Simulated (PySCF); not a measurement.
**Identify the compound**

An unknown has the formula C6H4O2. Its calculated NMR data are:

¹H NMR (400 MHz, computed): δ 6.95 (d, 1H), 5.65 (m, 1H), 3.94 (m, 1H), 1.70 (d, 1H).

¹³C{¹H} NMR (computed): δ 177.3, 152.6, 116.3, 81.0, 78.8, 37.6.

Theory: PBE0/pcSseg-1 with gauge-including orbitals, structure optimised with GFN2-xTB, in PySCF 2.14.0 with density-fitted response routines (one computed conformer, gas phase, relativity neglected).

δ = σ(ref) − σ, references computed at the same level: TMS for ¹H (σ = 31.72 ppm), ¹³C (σ = 186.93 ppm).

Question: What is the structure?

Answer: 
1. Rings plus π bonds: 5 (1 ring in the answer).
2. 6 carbon signals for 6 carbons: no two carbons are equivalent.
3. Carbon types of the structure: 2 × C, 4 × CH, which accounts for all hydrogens.
4. δC 177.3: ester carbonyl carbon; lone-pair donation from the attached heteroatom keeps it upfield of a ketone carbonyl.
5. δC 152.6: alkene carbon bearing oxygen; an sp2 carbon further deshielded by the attached heteroatom.
6. δC 116.3: β carbon of an enol-ether or enamine type C=C.
7. δC 81.0: alkyne carbon; the triple bond shields along its axis, which puts it between sp3 and sp2 carbons.
8. δC 78.8: terminal alkyne carbon; the triple bond shields along its axis, which puts it between sp3 and sp2 carbons.
9. δH 5.65: hydrogen on a β carbon of an enol-ether or enamine type C=C; olefinic region.
10. δH 1.70: hydrogen on a terminal alkyne carbon; it lies on the axis of the triple bond, in its shielding cone.

These data were computed for SMILES C#C[C@@H]1C=COC1=O.

The data come from this structure; uniqueness wasn't tested.

Shifts are as computed. Against solution values, carbons near 30 ppm lie about +3 ppm off and those near 130 ppm about +5 ppm. Of 1211 compounds with measured shifts, 218 miss one by over three times the rms of a fit or turn the order of signals round; such compounds aren't used in these exercises. Multiplicities follow the n + 1 count of equivalent neighbours, as no J values were calculated; m marks all less simple cases, F and P coupling included.
